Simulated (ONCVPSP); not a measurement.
# copper (Cu): one change to an ONCV potential, before and after

```
Element                 : Cu (Z = 29)
Generator               : ONCVPSP 4.0.1
Type                    : optimised norm-conserving Vanderbilt (ONCV)
Functional              : PW91
Relativity              : scalar-relativistic
Frozen core             : [Ne]
Valence charge          : 19
Reference configuration : 3s2 3p6 3d9 4s2
Partial waves           : 3s+4s: rc 1.40 bohr, ncon 3, nbas 6, qcut 6.9 1/bohr, 3 projectors, debl 3.5 Ha; 3p: rc 0.70 bohr, ncon 4, nbas 7, qcut 12.9 1/bohr, 2 projectors, debl 2.1 Ha; 3d: rc 1.50 bohr, ncon 3, nbas 8, qcut 12.7 1/bohr, 2 projectors, debl 3.9 Ha
Local potential         : polynomial inside 0.55 bohr (lpopt 5, dvloc0 0 Ha)
Core correction         : Teter function, fcfact 1.75, rcfact 1.45
```

In the p channel the program set the typed energies aside and used -2.843, 0.250 Ha.

All-electron outer shells of the reference configuration (PW91, scalar-relativistic, ld1.x):

| shell | level (eV) | outermost node (bohr) | outermost maximum (bohr) |
| --- | --- | --- | --- |
| 2p | -923.13 | – | 0.16 |
| 3s | -120.00 | 0.29 | 0.61 |
| 3p | -77.36 | 0.26 | 0.62 |
| 3d | -9.60 | – | 0.60 |
| 4s | -5.88 | 0.88 | 2.16 |

Change: all radii but the core radius scaled by about 1.04 (s 1.46, p 0.74, d 1.56 bohr); local potential polynomial inside 0.58 bohr (lpopt 5, dvloc0 0 Ha).

Cutoffs: the cutoffs (Ha) at which the residual kinetic energy of the hardest occupied pseudo-wave falls to 1 and 0.1 mHa per electron; they do not see the model core or the augmentation charge, which bear on the density cutoff. Errors are all-electron minus pseudo energies relative to the spin-unpolarised reference configuration.

Problem. What does the change do?

Solution. The potential gets softer (84 Ha and 256 Ha → 76 Ha and 219 Ha); of the 4 tests that both files solve, the error grows in 2 and shrinks in 0 by more than 15 % and 0.3 meV (median size 14.1 → 16.6 meV); neither file shows a bound ghost. A larger radius leaves more room for a smooth pseudo-wave, so fewer plane waves are needed.

```csv
quantity,base,changed
"cutoff, loose",84 Ha,76 Ha
"cutoff, tight",256 Ha,219 Ha
loose cutoff by channel,"s 17 Ha, p 84 Ha, d 55 Ha","s 17 Ha, p 76 Ha, d 52 Ha"
bound ghosts,none,none
GHOST(+) flags under 300 eV,none,none
"error for 3s2 3p6 3d10 4s1, meV [ΔE -1.99 eV]",+22,+27
"error for 3s2 3p6 3d10 4s0, meV [ΔE 6.21 eV]",+47,+55
"error for 3s2 3p6 3d9 4s0, meV [ΔE 27.65 eV]",+5.7,+6.4
"error for 3s2 3p6 3d9 4s1 4p1, meV [ΔE 4.87 eV]",0.0,0.0
"rms error of d²Exc/dni dnj with the model core, mHa",1.22,1.25
```
